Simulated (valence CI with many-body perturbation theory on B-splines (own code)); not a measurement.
Hyperfine factors and g values of Os XXVI

Calculated by configuration interaction combined with many-body perturbation theory (CI+MBPT): five valence electrons over a frozen Dirac-Fock core [Kr] 4d10, a basis of 7 s, 7 p, 7 d, 7 f, 4 g, 2 h functions for each j, with the one-electron correlation potential Σ1 (screened to all orders), the two-electron term Σ2, the three-electron term Σ3, Breit, model QED; selected single and double excitations, second order for the rest, scaled by the run's own slope (own B-spline code, finite nucleus).

No measured levels were compared; by estimate terms of the open shell hold to a few per cent of their energy, and close levels can change places. Among the levels kept, up to 990 cm⁻¹ of a level comes from second order outside the variational space, and about a tenth of that is noise between levels of different J, which matters for small intervals. Only levels of the ground parity were solved; by the run's estimate the other parity begins above the list, which can be wrong where configurations are misplaced.

A/g_I is the dipole constant over the nuclear g factor μ/I (μ in nuclear magnetons, uniformly magnetised nucleus), B/Q the quadrupole constant per barn. Both hold the static response of the core; the bare values leave it out. Large factors of s and p1/2 electrons are usually good to 5 to 10 %; those of open d and f shells near neutrality can be off by tens of per cent, and small factors of p3/2, d and f electrons come from cancelling terms and can be off by a factor of two or in sign, in half-filled shells by more. B is blank for J = 1/2, where it vanishes, and for nearly pure S terms. Energies count from the lowest level.

Names give the largest LS component (configuration and term), which can be under half, so a name can repeat, a term be missing and a line seem to break the LS rules; names also repeat where a configuration has a term twice. Letters in brackets count levels of one name in rising energy.

| Level | E (eV) | g | A/g_I (MHz) | A/g_I bare | B/Q (MHz/b) | B/Q bare |
| --- | --- | --- | --- | --- | --- | --- |
| 4f5 6H°_5/2 | 0.000 | 0.427 | 5750 | 4840 | -3980 | -3520 |
| 4f5 6H°_7/2 | 1.630 | 0.864 | 3580 | 3420 | -3380 | -3010 |
| 4f5 6H°_9/2 | 3.028 | 1.065 | 2680 | 2880 | -3250 | -2900 |
| 4f5 6F°_5/2 [a] | 3.293 | 1.121 | 2880 | 3240 | -1580 | -1390 |
| 4f5 6F°_3/2 | 3.388 | 0.963 | 3870 | 3990 | -729 | -628 |
| 4f5 6F°_1/2 | 3.571 | -0.523 | 12300 | 10000 |  |  |
| 4f5 6H°_11/2 | 4.167 | 1.168 | 2300 | 2690 | -3380 | -3030 |
| 4f5 6F°_7/2 | 4.706 | 1.314 | 1520 | 2150 | -42.6 | -65.7 |
| 4f5 6H°_13/2 | 5.073 | 1.216 | 2180 | 2670 | -3660 | -3310 |
| 4f5 6H°_15/2 | 5.508 | 1.175 | 2490 | 2920 | -2630 | -2430 |
| 4f5 6F°_9/2 | 6.013 | 1.373 | 1230 | 1960 | 1310 | 1110 |
| 4f5 6F°_5/2 [b] | 6.658 | 0.949 | 3550 | 3590 | -2620 | -2320 |
| 4f5 4M°_15/2 | 7.194 | 1.004 | 3070 | 3180 | 456 | 344 |
| 4f5 6F°_11/2 | 7.202 | 1.386 | 1240 | 2000 | 2680 | 2320 |
| 4f5 4F°_3/2 [a] | 7.630 | 0.565 | 5300 | 4670 | -162 | -155 |
| 4f5 4I°_9/2 [a] | 8.057 | 0.823 | 3800 | 3570 | -1970 | -1730 |
| 4f5 4L°_13/2 | 8.082 | 0.940 | 3370 | 3370 | -416 | -397 |
| 4f5 4K°_11/2 [a] | 8.168 | 0.907 | 3470 | 3400 | -1140 | -1020 |
| 4f5 4P°_5/2 [a] | 8.547 | 1.373 | 1460 | 2230 | -2580 | -2290 |
| 4f5 4G°_7/2 [a] | 8.701 | 1.049 | 2980 | 3180 | -2530 | -2270 |
| 4f5 4M°_17/2 | 9.086 | 1.006 | 3070 | 3180 | 3300 | 2870 |
| 4f5 2P°_1/2 [a] | 9.526 | 0.416 | 8830 | 8340 |  |  |
| 4f5 6P°_3/2 | 9.907 | 1.961 | -2630 | -1040 | 804 | 689 |
| 4f5 4L°_15/2 | 10.201 | 1.008 | 3060 | 3180 | -285 | -265 |
| 4f5 4G°_9/2 [a] | 10.202 | 1.087 | 2770 | 3030 | -1310 | -1190 |
| 4f5 4M°_19/2 | 10.400 | 1.062 | 2850 | 3060 | 3990 | 3480 |
| 4f5 4F°_5/2 [a] | 10.617 | 0.903 | 3870 | 3840 | 520 | 440 |
| 4f5 4H°_7/2 [a] | 10.815 | 0.832 | 3660 | 3440 | 706 | 645 |
| 4f5 4H°_11/2 [a] | 10.901 | 1.113 | 2630 | 2940 | 628 | 536 |
| 4f5 4K°_13/2 | 10.953 | 0.944 | 3330 | 3330 | -1760 | -1540 |
| 4f5 2K°_15/2 [a] | 10.957 | 1.067 | 2710 | 2910 | -2.27 | -34.5 |
| 4f5 2G°_9/2 [a] | 11.006 | 1.057 | 2760 | 2950 | 2150 | 1880 |
| 4f5 4M°_21/2 | 11.024 | 1.091 | 2780 | 3060 | 4720 | 4110 |
| 4f5 4L°_17/2 | 11.427 | 1.029 | 3090 | 3260 | -199 | -180 |
| 4f5 4I°_11/2 [a] | 11.547 | 0.933 | 3160 | 3110 | -1580 | -1360 |
| 4f5 4D°_7/2 | 11.580 | 1.443 | 616 | 1430 | 1280 | 1100 |
| 4f5 4I°_13/2 [a] | 11.644 | 1.034 | 2900 | 3050 | -787 | -697 |
| 4f5 6P°_5/2 | 11.908 | 1.433 | 1090 | 1940 | -2040 | -1800 |
| 4f5 4H°_13/2 [a] | 12.069 | 1.118 | 2650 | 2970 | -302 | -293 |
| 4f5 4D°_3/2 [a] | 12.351 | 1.335 | 1130 | 1750 | 149 | 144 |

Problem. Take the isotope of mass number 189, with I = 3/2, μ = 0.6576 μN and Q = 0.86 b. What is the hyperfine structure of 4f5 6F°_3/2?

Solution. From the table A = 1700 MHz, B = -627 MHz. Shifts from the centre of gravity in MHz: F = 0: -7160, F = 1: -4830, F = 2: -805, F = 3: 3670.
